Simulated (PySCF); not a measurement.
C3H3ClF2, SMILES FC(F)/C=C/Cl.

Geometry: PBE0-D3(BJ)/def2-SVP. The values are those of a single conformer.

Calculation: PBE0-D3(BJ)/def2-SVP (PySCF).

Frequencies are harmonic and unscaled.

```tsv
mode	ν (cm⁻¹)	IR (km/mol)	moving atoms (share of kinetic energy)
1	101	0.6	C 37 %, F 34 %, H 24 %
2	167	1.2	C 38 %, F 34 %, Cl 15 %, H 13 %
3	183	1.9	C 45 %, F 28 %, Cl 17 %, H 11 %
4	322	0.7	Cl 40 %, C 28 %, F 27 %
5	443	1.4	F 45 %, C 41 %, H 12 %
6	544	9.2	F 71 %, C 20 %
7	682	37.7	C 53 %, F 21 %, H 19 %
8	847	22.5	C 52 %, H 38 %
9	887	44.8	C 64 %, H 17 %, Cl 12 %
10	967	48.0	H 90 %, C 10 %
11	998	23.4	C 59 %, H 32 %, F 8 %
12	1145	147.6	C 53 %, F 29 %, H 17 %
13	1201	104.3	C 47 %, H 29 %, F 24 %
14	1238	21.4	H 71 %, C 26 %
15	1293	0.9	H 79 %, C 20 %
16	1394	61.1	H 76 %, C 23 %
17	1413	94.0	H 60 %, C 39 %
18	1742	98.2	C 93 %
19	3071	44.0	H 92 %
20	3224	0.6	H 91 %, C 9 %
21	3242	3.1	H 91 %, C 9 %
```
